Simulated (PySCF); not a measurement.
## Identify the compound

The spectra below were simulated for a compound C6H6ClO2P.

$^{1}$H NMR (400 MHz, computed): δ 2.79 (m, 3H), 2.52 (s, 3H).

$^{13}$C{$^{1}$H} NMR (computed): δ 206.8 (C), 187.9 (C), 162.9 (C), 158.9 (C), 30.6 (CH3), 22.3 (CH3).

Relativity neglected, fast rotation and ring inversion assumed for equivalent nuclei, no solvent, a single conformation. Shielding tensors at PBE0/pcSseg-1 (GIAO); structure optimised with GFN2-xTB; PySCF 2.14.

Chemical shifts δ = σref − σ; TMS for $^{1}$H (σ = 31.72 ppm) and $^{13}$C (σ = 186.93 ppm), all at this level.

Q: Propose a structure and justify it.

A: 
1. 6 carbon signals for 6 carbons: no two carbons are equivalent.
2. Carbon types of the structure: 4 × C, 2 × CH3, which accounts for all hydrogens.
3. δC 206.8, 158.9: substituted aromatic carbon next to the ring oxygen.
4. δC 187.9: ketone carbonyl carbon; low-lying n→π* states of the double bond to the heteroatom give a large paramagnetic term (-245 ppm).
5. δC 162.9: aromatic carbon bearing chlorine.
6. δC 30.6: methyl carbon α to a carbonyl; α to the electron-withdrawing carbonyl group.
7. δC 22.3: methyl carbon on an aromatic ring; a saturated carbon with 1 carbon neighbour and no heteroatom attached.
8. δH 2.79: hydrogen on a methyl carbon on an aromatic ring; benzylic-type position, deshielded by the ring.
9. δH 2.52: hydrogen on a methyl carbon α to a carbonyl; α to C=O.

These data were computed for SMILES CC1=PC(Cl)=C(C(C)=O)O1.

The shifts were computed for this structure.

Carbons that carry Cl, above all several Cl atoms, come out too deshielded, partly because spin–orbit coupling is missing. Splittings by $^{31}$P in the carbon and heteronuclear signals aren't shown, as no couplings were computed. Shifts are as computed. Against solution values, carbons near 30 ppm lie about +3 ppm off and those near 130 ppm about +5 ppm; carbons on Cl a further +6 ppm. Of 1211 compounds with measured shifts, 218 miss one by over three times the rms of a fit or turn the order of signals round; such compounds aren't used in these exercises. No couplings were computed; multiplicities are counted from neighbouring protons, with m where these are inequivalent, close in shift, in a saturated or five-membered ring or joined by F or P, and br s for small geminal =CH2 splittings.
